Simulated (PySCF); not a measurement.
CH4. Atoms are numbered in the order given.

```xyz
5

C      0.0000     0.0000     0.0000
H      0.6331     0.6331     0.6331
H     -0.6331     0.6331    -0.6331
H     -0.6331    -0.6331     0.6331
H      0.6331    -0.6331    -0.6331
```

Geometry: PBE-D3(BJ)/def2-TZVPD.

These are M06-2X/def2-TZVPD in PySCF values and carry that method's errors.

Isolated molecule, no solvent.

* **total energy**: -40.50029 hartree
* **point group**: Td
* **highest occupied level**: -12.35 eV
* **lowest empty level**: 0.68 eV
* **orbital gap**: 13.03 eV
* **dipole moment**: 0.00 D
* **quadrupole, principal values (traceless, Buckingham form, about the centre of nuclear charge)**: 0.00, 0.00, 0.00 D·Å
* **mean static polarisability**: 16.7 bohr³ (2.47 Å³)
* **polarisability, principal values**: 16.7, 16.7, 16.7 bohr³
